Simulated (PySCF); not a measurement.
**Ruthenium: a sound run and one with changed settings**

Sound run: Ru⁺ [Kr] 4d7, Ru²⁺ [Kr] 4d6. Calculation: PySCF 2.14, in def2-SVP with the def2 core potential (28 electrons) (5s3p2d1f, 31 functions); scalar relativity through the core potential. In the sound run the correlated levels freeze 4s2 4p6 outside the core potential. The sound run starts from symmetry-adapted Hartree-Fock orbitals and uses a fine grid where one is needed.

Changed run: initial guess atom, at most 50 SCF cycles, level shift 0.5 hartree.

| species | method | sound run (hartree) | changed run (hartree) | converged |
| --- | --- | --- | --- | --- |
| Ru⁺ | UHF | -93.86585 | -93.86585 | yes |
| Ru⁺ | M06-2X | -94.41036 | -94.41036 | yes |
| Ru⁺ | PBE0 | -94.49332 | -94.49332 | yes |
| Ru⁺ | MP2 | -93.96161 | -93.94121 | yes |
| Ru²⁺ | UHF | -93.31788 | -93.31788 | yes |
| Ru²⁺ | M06-2X | -93.78406 | -93.78406 | yes |
| Ru²⁺ | PBE0 | -93.87813 | -93.87813 | yes |
| Ru²⁺ | MP2 | -93.38111 | -93.36945 | yes |

Ionisation energy of Ru⁺:

| method | sound run (eV) | changed run (eV) |
| --- | --- | --- |
| UHF | 14.911 | 14.911 |
| M06-2X | 17.042 | 17.042 |
| PBE0 | 16.740 | 16.740 |
| MP2 | 15.796 | 15.558 |
| SCS-MP2 | 15.879 | 15.633 |

A level shift leaves the converged SCF energy unchanged but raises the virtual orbital energies, which shrinks MP2 if it is not removed.

For comparison, NIST gives 16.76 ± 0.06 eV between the lowest levels.
